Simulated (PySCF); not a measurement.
Species: C2H7NSSi2.
Atom-mapped SMILES: `[CH3:1][S:2][SiH2:3][SiH2:4][C:5]#[N:6]` (hydrogens: H7, H8, H9 on C1; H10, H11 on Si3; H12, H13 on Si4)

A GFN2-xTB structure with every atom displaced at random (by about 0.01 Å) was refined with PySCF 2.14.0, PBE0-D3(BJ)/def2-SVP geometry optimisation, gas phase. Values at the start:

```json
{"coordinate": "C1–S2", "start": "1.787 Å"}
{"coordinate": "C1–H7", "start": "1.109 Å"}
{"coordinate": "S2–Si3", "start": "2.139 Å"}
{"coordinate": "Si3–Si4", "start": "2.350 Å"}
{"coordinate": "Si3–H10", "start": "1.481 Å"}
{"coordinate": "Si4–C5", "start": "1.832 Å"}
{"coordinate": "Si4–H12", "start": "1.466 Å"}
{"coordinate": "C5≡N6", "start": "1.155 Å"}
{"coordinate": "C1–S2–Si3", "start": "99.4°"}
{"coordinate": "S2–Si3–Si4", "start": "106.5°"}
{"coordinate": "Si3–Si4–C5", "start": "104.5°"}
{"coordinate": "Si4–C5–N6", "start": "178.4°"}
{"coordinate": "C1–S2–Si3–Si4", "start": "180°"}
```

**Question.** How do these coordinates change at the PBE0-D3(BJ)/def2-SVP level?

**Answer.** 
| coordinate | PBE0-D3(BJ)/def2-SVP (Å or °) | change |
| --- | --- | --- |
| C1–S2 | 1.822 | +0.035 |
| Si4–C5 | 1.859 | +0.027 |
| Si4–H12 | 1.490 | +0.024 |
| Si3–H10 | 1.496 | +0.015 |
| C1–H7 | 1.099 | -0.010 |
| Si3–Si4 | 2.344 | -0.006 |
| C5≡N6 | 1.160 | +0.005 |
| S2–Si3 | 2.138 | -0.001 |
| S2–Si3–Si4 | 103.8 | -2.7 |
| Si3–Si4–C5 | 107.1 | +2.6 |
| C1–S2–Si3 | 101.3 | +1.9 |
| Si4–C5–N6 | 177.8 | -0.6 |
| C1–S2–Si3–Si4 | -179 | +1 |

The energy falls by 14.0 kJ/mol over 8 energy and gradient evaluations, the largest force component goes from 0.0214 to 4.2e-04 Eh/bohr, and the atoms move by 0.121 Å rms after alignment. Among the bonds, C1–S2 and Si3–H11 change most and about equally (+0.034 to +0.035 Å). Bonds longer at the end by more than 0.005 Å: 9 of 12; shorter: 2. Rotational constants go from 6143, 713.7, 651.4 to 6341, 700.2, 642.8 MHz.

The run used 131 basis functions and 54 SCF cycles in all.

Not checked by PBE0-D3(BJ)/def2-SVP frequencies. One conformer, not necessarily the lowest.

Shape of the structure used: `[CH3:1][S:2][SiH2:3][SiH2:4][C:5]#[N:6]`: C1–S2–Si3–Si4 -179°, S2–Si3–Si4–C5 -179°.
